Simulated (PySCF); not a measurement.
**TDDFT excited states: C5H6F2**

Species: C5H6F2.
Cartesian coordinates in Å at the GFN2-xTB level; atoms count from 1:
```
atom  x, y, z in Å
F1    -3.007    0.062   -0.028
C2    -1.699    0.315   -0.356
C3    -0.775   -0.245    0.725
C4     0.634   -0.065    0.347
C5     1.838    0.372    0.529
F6     2.726    1.017    1.262
C7     1.663   -0.387   -0.738
H8    -1.598    1.401   -0.447
H9    -1.515   -0.162   -1.324
H10   -0.989   -1.312    0.841
H11   -0.976    0.254    1.676
H12    2.060   -1.394   -0.821
H13    1.633    0.145   -1.683
```

Theory: TDDFT CAM-B3LYP/def2-SVPD, vertical, gas phase, core orbitals frozen in the response (PySCF).

Task: Predict the UV-vis stick spectrum at this level.

Result: 

```json
{"state": "S1", "E (eV)": "6.33", "E (kJ/mol)": "610", "λ (nm)": "196.0", "f": "0.0074", "main configurations (H = HOMO, L = LUMO)": "H→L (91%)"}
{"state": "S2", "E (eV)": "6.79", "E (kJ/mol)": "655", "λ (nm)": "182.5", "f": "0.138", "main configurations (H = HOMO, L = LUMO)": "H→L+1 (91%)"}
{"state": "S3", "E (eV)": "7.58", "E (kJ/mol)": "731", "λ (nm)": "163.6", "f": "0.025", "main configurations (H = HOMO, L = LUMO)": "H→L+3 (52%), H→L+2 (37%)"}
{"state": "S4", "E (eV)": "7.60", "E (kJ/mol)": "733", "λ (nm)": "163.1", "f": "0.0011", "main configurations (H = HOMO, L = LUMO)": "H-1→L+1 (77%)"}
{"state": "S5", "E (eV)": "7.84", "E (kJ/mol)": "757", "λ (nm)": "158.1", "f": "0.0056", "main configurations (H = HOMO, L = LUMO)": "H→L+2 (33%), H→L+3 (29%), H→L+5 (21%)"}
{"state": "S6", "E (eV)": "7.99", "E (kJ/mol)": "771", "λ (nm)": "155.1", "f": "0.017", "main configurations (H = HOMO, L = LUMO)": "H→L+4 (55%), H→L+2 (16%)"}
{"state": "S7", "E (eV)": "8.08", "E (kJ/mol)": "780", "λ (nm)": "153.4", "f": "0.016", "main configurations (H = HOMO, L = LUMO)": "H-2→L+1 (46%), H→L+4 (20%)"}
{"state": "S8", "E (eV)": "8.14", "E (kJ/mol)": "786", "λ (nm)": "152.3", "f": "0.0044", "main configurations (H = HOMO, L = LUMO)": "H→L+5 (41%), H-2→L+1 (11%), H→L+6 (10%)"}
```

Triplets (Tamm–Dancoff): T1 4.46 eV, H→L+1 (83%); T2 6.07 eV, H→L (81%); T3 7.12 eV, H-1→L+1 (83%).

The lowest singlet comes at 196 nm (610 kJ/mol) in the vacuum ultraviolet; it is weak; its leading configuration is HOMO→LUMO (91%). The strongest level in the table is S2 at 6.79 eV (183 nm, f = 0.138). Löwdin shares by element: HOMO carbon 69% or more, fluorine 9% or more (atoms not listed hold the other 22%); LUMO carbon 59% or more (atoms not listed hold the other 41%). The listed states span 1.82 eV, and the widest gap between neighbours is 0.79 eV (S2 to S3). The oscillator strengths of these states sum to 0.214; summed over the whole spectrum of an exact calculation they would give the number of electrons, 54 (Thomas–Reiche–Kuhn). Of the 8 states listed, 4 reach f = 0.01 and none stays under 0.0005. Singlets were solved by full linear response, triplets in the Tamm–Dancoff approximation.

One conformer stands for the species.
